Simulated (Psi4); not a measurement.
Worked example: ideal-gas entropy of SiBr2F2 (SMILES F[Si](F)(Br)Br)

A singlet with charge 0, relaxed at PBE0-D4/def2-TZVP (density fitting) (Psi4 1.11):

```xyz
5

F     1.3354   -0.9459   -0.1616
Si    0.0369   -0.0840    0.0503
F    -0.6010   -0.5266    1.4181
Br   -1.3646   -0.4965   -1.5582
Br    0.5862    2.0155    0.1661
```

Harmonic wavenumbers in cm⁻¹: 115, 188, 230, 258, 271, 418, 558, 904, 986.

Masses in u: F 18.998, Si 28.085, Br 79.904. Take T = 298.15 K, p = 1 bar, R = 8.3145 J/(mol K), kT/hc = 207.22 cm⁻¹, rigid rotor and harmonic oscillator.

Task: Compute the standard molar entropy.

Result: 
1. Translation (Sackur–Tetrode): S = R[3/2 ln M + 5/2 ln T − 1.1517] with M = 225.889 gives 176.5 J/(mol K).
2. Rotation: principal moments 216.569, 583.923, 678.508 u Å² give A, B, C = 0.0778, 0.0289, 0.0248 cm⁻¹; the symmetry number is σ = 2; q = (√π/σ)√((kT/hc)³/ABC) = 354020; S = R(ln q + 3/2) = 118.7.
3. Vibration: with u = ν̃/207.22, each mode gives R[u/(eᵘ − 1) − ln(1 − e⁻ᵘ)]; the sum is 51.2, most from 115 cm⁻¹ (13.3), 188 cm⁻¹ (9.4), 230 cm⁻¹ (7.9).
4. Spin: R ln 1 = 0.0.
5. Sum: 176.5 + 118.7 + 51.2 + 0.0 = 346.4 J/(mol K).

No measured value is set beside it here.
